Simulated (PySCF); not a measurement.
C₅H₅N, triplet, at a GFN2-xTB geometry (a higher spin typed on purpose: for a closed-shell molecule this is an excited state); BHANDHLYP/cc-pVDZ in PySCF.

Input for PySCF:
```python
from pyscf import gto, scf, dft

mol = gto.Mole()
mol.atom = '''
    C    -0.45013487    1.29434364    0.01997493
    C    -1.34937161    0.21931647   -0.16291149
    C    -0.87439970   -1.06105354   -0.17218574
    N     0.45309025   -1.27427717   -0.08256961
    C     1.34202258   -0.29564834    0.17783372
    C     0.92185336    1.00364688    0.19576247
    H    -0.81614899    2.29995551    0.13865777
    H    -2.41012935    0.37892522   -0.28096722
    H    -1.50864941   -1.92211236   -0.30191390
    H     2.37198155   -0.58199991    0.31091895
    H     1.65149590    1.78154108    0.36044841
'''
mol.basis = 'cc-pvdz'
mol.spin = 2
mol.verbose = 4
mol.build()

mf = dft.UKS(mol)
mf.xc = 'bhandhlyp'
mf.kernel()
```

Q: What does PySCF print? Leave out banner, timings and long lists.

A: 
```
PySCF version 2.14.0

[INPUT] verbose = 4
[INPUT] num. atoms = 11
[INPUT] num. electrons = 42
[INPUT] charge = 0
[INPUT] spin (= nelec alpha-beta = 2S) = 2
[INPUT] symmetry False subgroup None
[INPUT] Mole.unit = angstrom
[INPUT] Symbol           X                Y                Z      unit          X                Y                Z       unit  Magmom
[INPUT]  1 C     -0.450134870000   1.294343640000   0.019974930000 AA   -0.850631623417   2.445954990673   0.037747147057 Bohr   0.0
[INPUT]  2 C     -1.349371610000   0.219316470000  -0.162911490000 AA   -2.549942783163   0.414448062906  -0.307858098645 Bohr   0.0
[INPUT]  3 C     -0.874399700000  -1.061053540000  -0.172185740000 AA   -1.652375956402  -2.005100594100  -0.325383891156 Bohr   0.0
[INPUT]  4 N      0.453090250000  -1.274277170000  -0.082569610000 AA    0.856216482211  -2.408034858086  -0.156033949112 Bohr   0.0
[INPUT]  5 C      1.342022580000  -0.295648340000   0.177833720000 AA    2.536055129182  -0.558694391782   0.336057026513 Bohr   0.0
[INPUT]  6 C      0.921853360000   1.003646880000   0.195762470000 AA    1.742050377410   1.896617728974   0.369937453768 Bohr   0.0
[INPUT]  7 H     -0.816148990000   2.299955510000   0.138657770000 AA   -1.542298067940   4.346286012584   0.262025210343 Bohr   0.0
[INPUT]  8 H     -2.410129350000   0.378925220000  -0.280967220000 AA   -4.554484396276   0.716064887491  -0.530951095780 Bohr   0.0
[INPUT]  9 H     -1.508649410000  -1.922112360000  -0.301913900000 AA   -2.850934202887  -3.632265941041  -0.570534584199 Bohr   0.0
[INPUT] 10 H      2.371981550000  -0.581999910000   0.310918950000 AA    4.482395502021  -1.099820434422   0.587551662437 Bohr   0.0
[INPUT] 11 H      1.651495900000   1.781541080000   0.360448410000 AA    3.120874946842   3.366624720862   0.681148776935 Bohr   0.0

nuclear repulsion = 206.209209749603
number of shells = 45
number of NR pGTOs = 191
number of NR cGTOs = 109
basis = cc-pvdz
ecp = {}

******** <class 'pyscf.dft.uks.UKS'> ********
method = UKS
initial guess = minao
damping factor = 0
level_shift factor = 0
DIIS = <class 'pyscf.scf.diis.CDIIS'>
diis_start_cycle = 1
diis_space = 8
diis_damp = 0
SCF conv_tol = 1e-09
SCF conv_tol_grad = None
SCF max_cycles = 50
direct_scf = True
direct_scf_tol = 1e-13
number electrons alpha = 22  beta = 20
XC library pyscf.dft.libxc version 7.1.2
    S. Lehtola, C. Steigemann, M. J. T. Oliveira, and M. A. L. Marques,  SoftwareX 7, 1–5 (2018)
XC functionals = bhandhlyp
    A. D. Becke,  J. Chem. Phys. 98, 1372 (1993)
    Defined through Gaussian implementation.
radial grids:
    Treutler-Ahlrichs [JCP 102, 346 (1995); DOI:10.1063/1.469408] (M4) radial grids

becke partition: Becke, JCP 88, 2547 (1988); DOI:10.1063/1.454033
pruning grids: <function nwchem_prune>
grids dens level: 3
symmetrized grids: False
atomic radii adjust function: <function treutler_atomic_radii_adjust>
small_rho_cutoff = 0
Set gradient conv threshold to 3.16228e-05
tot grids = 133536
init E= -249.354002191943

cycle= 1 E= -247.949544980973  delta_E=  1.4  |g|= 0.235  |ddm|= 2.48

cycle= 2 E= -247.965284709052  delta_E= -0.0157  |g|= 0.239  |ddm|= 0.514
cycle= 3 E= -247.996718784746  delta_E= -0.0314  |g|= 0.0797  |ddm|= 0.291
cycle= 4 E= -248.001795191212  delta_E= -0.00508  |g|= 0.0291  |ddm|= 0.132
cycle= 5 E= -248.002730758852  delta_E= -0.000936  |g|= 0.0127  |ddm|= 0.04
cycle= 6 E= -248.003112201312  delta_E= -0.000381  |g|= 0.00589  |ddm|= 0.0358
cycle= 7 E= -248.003219843907  delta_E= -0.000108  |g|= 0.00401  |ddm|= 0.0174
cycle= 8 E= -248.003292005658  delta_E= -7.22e-05  |g|= 0.00224  |ddm|= 0.0173
cycle= 9 E= -248.003326471383  delta_E= -3.45e-05  |g|= 0.000805  |ddm|= 0.0166
cycle= 10 E= -248.003330805349  delta_E= -4.33e-06  |g|= 0.000504  |ddm|= 0.00494
cycle= 11 E= -248.003332562001  delta_E= -1.76e-06  |g|= 0.000443  |ddm|= 0.00239
cycle= 12 E= -248.003334083693  delta_E= -1.52e-06  |g|= 0.000322  |ddm|= 0.00241
cycle= 13 E= -248.003335888071  delta_E= -1.8e-06  |g|= 0.000241  |ddm|= 0.00426
cycle= 14 E= -248.003336497782  delta_E= -6.1e-07  |g|= 0.000126  |ddm|= 0.00277
cycle= 15 E= -248.003336649209  delta_E= -1.51e-07  |g|= 4.08e-05  |ddm|= 0.00177
cycle= 16 E= -248.003336656181  delta_E= -6.97e-09  |g|= 2.06e-05  |ddm|= 0.000316
cycle= 17 E= -248.003336657278  delta_E= -1.1e-09  |g|= 9.45e-06  |ddm|= 0.000144
cycle= 18 E= -248.003336657474  delta_E= -1.96e-10  |g|= 5.09e-06  |ddm|= 3.07e-05
Extra cycle  E= -248.003336657532  delta_E= -5.75e-11  |g|= 3.63e-06  |ddm|= 1.05e-05
converged SCF energy = -248.003336657532  <S^2> = 2.0504428  2S+1 = 3.0334421
```
